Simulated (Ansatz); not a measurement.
Relaxation of B$_{2}$H$_{4}$OZn (8 atoms, charge 0, multiplicity 1), to a largest force component of 0.015 eV/Å in at most 40 steps.

Computed with Ansatz 0.2.0, RKS PBE0/def2-SVPD.

```xyz
8
Properties=species:S:1:pos:R:3:forces:R:3
B -0.413 1.176 -0.615 -0.13 1.00 0.29
O 0.638 1.005 0.307 -1.66 -3.22 -0.83
B 0.864 -0.430 0.262 1.72 2.47 2.43
Zn -0.149 -1.831 1.747 6.98 1.08 8.42
H -0.236 1.474 -1.776 0.43 -0.37 0.01
H -1.579 1.225 -0.240 0.37 -0.17 0.21
H 1.726 -0.876 -0.465 -0.96 -0.70 -0.39
H -0.760 -1.799 0.726 -6.75 -0.10 -10.14
```

Where does it end, and by what steps?

It converged. After 26 steps the energy has fallen by 5.381 eV; H8 moved furthest, 2.17 Å. The start is strongly strained (largest force component 10 eV/Å).

```json
{"step": "0", "energy less start (eV)": "0.0000", "largest force component (eV/Å)": "10.137", "accepted": "yes"}
{"step": "1", "energy less start (eV)": "-2.4942", "largest force component (eV/Å)": "3.638", "accepted": "yes"}
{"step": "2", "energy less start (eV)": "-3.4861", "largest force component (eV/Å)": "1.722", "accepted": "yes"}
{"step": "3", "energy less start (eV)": "-3.7757", "largest force component (eV/Å)": "1.073", "accepted": "yes"}
{"step": "4", "energy less start (eV)": "-3.9781", "largest force component (eV/Å)": "0.579", "accepted": "yes"}
{"step": "5", "energy less start (eV)": "-4.1799", "largest force component (eV/Å)": "0.554", "accepted": "yes"}
{"step": "6", "energy less start (eV)": "-4.4064", "largest force component (eV/Å)": "0.472", "accepted": "yes"}
{"step": "7", "energy less start (eV)": "-4.6173", "largest force component (eV/Å)": "0.666", "accepted": "yes"}
{"step": "8", "energy less start (eV)": "-4.7804", "largest force component (eV/Å)": "0.971", "accepted": "yes"}
{"step": "9", "energy less start (eV)": "-4.9746", "largest force component (eV/Å)": "0.544", "accepted": "yes"}
{"step": "10", "energy less start (eV)": "-5.0956", "largest force component (eV/Å)": "0.382", "accepted": "yes"}
{"step": "11", "energy less start (eV)": "-5.1835", "largest force component (eV/Å)": "0.685", "accepted": "yes"}
{"step": "12", "energy less start (eV)": "-5.2600", "largest force component (eV/Å)": "0.466", "accepted": "yes"}
{"step": "13", "energy less start (eV)": "-5.3136", "largest force component (eV/Å)": "0.513", "accepted": "yes"}
{"step": "14", "energy less start (eV)": "-5.3530", "largest force component (eV/Å)": "0.292", "accepted": "yes"}
{"step": "15", "energy less start (eV)": "-5.3566", "largest force component (eV/Å)": "0.175", "accepted": "yes"}
{"step": "16", "energy less start (eV)": "-5.3594", "largest force component (eV/Å)": "0.274", "accepted": "yes"}
{"step": "17", "energy less start (eV)": "-5.3663", "largest force component (eV/Å)": "0.293", "accepted": "yes"}
{"step": "18", "energy less start (eV)": "-5.3722", "largest force component (eV/Å)": "0.323", "accepted": "yes"}
{"step": "19", "energy less start (eV)": "-5.3759", "largest force component (eV/Å)": "0.177", "accepted": "yes"}
{"step": "20", "energy less start (eV)": "-5.3801", "largest force component (eV/Å)": "0.071", "accepted": "yes"}
{"step": "21", "energy less start (eV)": "-5.3753", "largest force component (eV/Å)": "0.512", "accepted": "no"}
{"step": "22", "energy less start (eV)": "-5.3807", "largest force component (eV/Å)": "0.024", "accepted": "yes"}
{"step": "23", "energy less start (eV)": "-5.3810", "largest force component (eV/Å)": "0.035", "accepted": "yes"}
{"step": "24", "energy less start (eV)": "-5.3805", "largest force component (eV/Å)": "0.072", "accepted": "no"}
{"step": "25", "energy less start (eV)": "-5.3810", "largest force component (eV/Å)": "0.036", "accepted": "no"}
{"step": "26", "energy less start (eV)": "-5.3811", "largest force component (eV/Å)": "0.009", "accepted": "yes"}
```

```xyz
8
Properties=species:S:1:pos:R:3
B -0.261 1.658 -0.778
O -0.455 0.540 -0.018
B 0.391 -0.547 0.052
Zn -0.120 -2.146 1.297
H 0.728 1.747 -1.466
H -1.103 2.520 -0.727
H 1.396 -0.482 -0.636
H -0.485 -3.348 2.220
```

Run time: 110 s on 2 threads of Arm Neoverse V1, on a shared host, peak memory 0.31 GiB.
